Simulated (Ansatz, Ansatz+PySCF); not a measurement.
```xyz
3

H     0.0000    0.0000    0.0000
H     0.0000    0.0000    2.0000
H     0.0000    0.0000    4.0000
```

Basis set: cc-pVDZ (spherical functions). All electrons are correlated. Correlation on ROHF uses semicanonical orbitals with singles. Charge 0, multiplicity 2.

Computed with Ansatz (development build ahead of 0.2.0); each method stands on the lowest determinant of its kind that the runs found. Restricted functionals stand beside restricted open-shell atoms, which can lie above the unrestricted atoms usual in DFT and then raise those values.

Q: Give the atomization energy at this shape (free ground-state atoms in the same class of orbitals less the molecule, no zero-point energy) of doublet H3 by r²SCAN (unrestricted), PBE0 (unrestricted), UHF-CCSD(T), PBE (unrestricted), ωB97X (unrestricted), UHF-MP2, UHF, PBE (restricted open-shell), r²SCAN (restricted open-shell), PBE0 (restricted open-shell), ωB97X (restricted open-shell), ROHF-MP2, ROHF.

A:

```csv
method,atomization energy
r²SCAN (unrestricted),0.92 eV
PBE0 (unrestricted),0.58 eV
UHF-CCSD(T),0.65 eV
PBE (unrestricted),0.68 eV
ωB97X (unrestricted),0.32 eV
UHF-MP2,0.30 eV
UHF,0.23 eV
PBE (restricted open-shell),0.17 eV
r²SCAN (restricted open-shell),0.06 eV
PBE0 (restricted open-shell),-0.28 eV
ωB97X (restricted open-shell),-0.58 eV
ROHF-MP2,-0.74 eV
ROHF,-2.09 eV
```

Caution: the shape is not the minimum. Caution for r²SCAN (unrestricted), PBE0 (unrestricted), PBE (unrestricted), ωB97X (unrestricted): the unrestricted determinant is spin contaminated. Caution for UHF-CCSD(T), UHF-MP2, ROHF-MP2: large amplitudes, a single reference is doubtful. Caution for UHF-CCSD(T), UHF-MP2, UHF: the unrestricted determinant is a mixture of spin states. Caution for UHF-MP2, ROHF-MP2: forces differ strongly between restricted and unrestricted references. Caution for r²SCAN (restricted open-shell), PBE0 (restricted open-shell), ωB97X (restricted open-shell), ROHF-MP2, ROHF: an unrestricted determinant lies well below. Caution for PBE0 (restricted open-shell), ωB97X (restricted open-shell), ROHF-MP2, ROHF: the determinant breaks the point group. Caution for ROHF: the molecule lies well above its atoms at this level.
